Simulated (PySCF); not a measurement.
Sn(GeH3)3(NMe2), SMILES [GeH3][Sn]([N](C)C)([GeH3])[GeH3] (GFN2-xTB optimised geometry):

```
22

C      1.352    -2.231     3.403
N      1.593    -1.374     2.272
C      1.963    -2.153     1.120
Sn     0.151     0.096     1.942
Ge    -2.125    -1.076     1.352
Ge     0.157     1.328     4.218
Ge     1.216     1.437     0.000
H      1.082    -1.629     4.273
H      0.554    -2.965     3.219
H      2.266    -2.780     3.639
H      1.194    -2.886     0.837
H      2.149    -1.493     0.271
H      2.884    -2.698     1.337
H     -3.241    -0.843     2.335
H     -2.715    -0.722     0.013
H     -1.999    -2.577     1.303
H      1.458     1.253     4.957
H     -0.879     0.821     5.185
H     -0.147     2.794     4.095
H      0.819     2.886     0.000
H      0.819     0.949    -1.367
H      2.715     1.437     0.000
```

Calculation: CAM-B3LYP/def2-SVP, def2 effective core potentials past Kr (PySCF).

### Question
What are the frontier orbital energies and the dipole moment?

### Answer
HOMO-2 -9.00 eV, HOMO-1 -8.95 eV, HOMO -7.24 eV, LUMO -0.06 eV, LUMO+1 0.62 eV; dipole moment 0.34 D.

On the same geometry PBE/def2-SVP, def2 effective core potentials past Kr in PySCF 2.14.0 gives HOMO-2 -6.77 eV, HOMO-1 -6.76 eV, HOMO -4.70 eV, LUMO -1.76 eV, LUMO+1 -1.23 eV; dipole moment 0.38 D.
